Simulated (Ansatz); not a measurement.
`C[SiH2][GaH2]` + `PS` → `C[SiH2]SP` + `[GaH3]` at 600 K and 1 bar (cleavage of the Si–Ga bond).

Isolated molecules relaxed with PBE0-D4/def2-TZVP in Ansatz; ΔE leaves out vibrations. CBS: MP2 limit from def2 TZ/QZ plus the TZ coupled-cluster correction, frozen cores. This one scheme is used for every species. For Ga outer-core shells are correlated without core-valence functions, which leaves a few kJ/mol of doubt a bond. Scalar relativity is left out up to krypton. One conformer a species, not always the lowest.

| species | CCSD(T)/CBS energy (Eh) | H − E (kJ/mol) | S (J/(mol·K)) |
| --- | --- | --- | --- |
| `C[SiH2][GaH2]` | -2255.26778 | 234.0 | 434.2 |
| `PS` | -740.51379 | 103.4 | 311.3 |
| `C[SiH2]SP` | -1070.09506 | 259.4 | 455.5 |
| `[GaH3]` | -1925.70545 | 74.9 | 253.2 |

H − E and S are ideal-gas, rigid-rotor, harmonic terms from PBE0-D4/def2-TZVP, for one conformer and one mirror image of each species. 1 Eh = 2625.50 kJ/mol, R = 8.31446 J/(mol·K).

**Question.** By hand: ΔE, ΔH, ΔS and ΔG.

**Answer.** ΔE = (-1070.09506) + (-1925.70545) − (-2255.26778) − (-740.51379) = -0.01894 Eh = -49.7 kJ/mol. Δ(H − E) = 259.4 + 74.9 − 234.0 − 103.4 = -3.1, so ΔH = -52.8 kJ/mol. ΔS = 455.5 + 253.2 − 434.2 − 311.3 = -36.8 J/(mol·K). ΔG = -52.8 − 600 × (-36.8)/1000 = -30.7 kJ/mol.

**Question.** By hand: the equilibrium constant, and the temperature at which ΔG would vanish if ΔH and ΔS stayed fixed.

**Answer.** log₁₀ K = −ΔG/(RT ln 10) = 2.7. ΔG = 0 at ΔH/ΔS = 1435 K.

TΔS isn't small against ΔH here. A doubt of 5 kJ/mol in ΔE shifts log₁₀ K by 0.4 here. Other conformers and mirror images would add mixing entropy, several J/(mol·K) or more a flexible species. Modes under 60 cm⁻¹, often nearly free rotors, make the harmonic entropy too high. These are equilibria of isolated gas molecules and say nothing of rates. Largest T1 diagnostic: 0.013 (customary marks: 0.02 for closed shells, 0.045 for open ones).
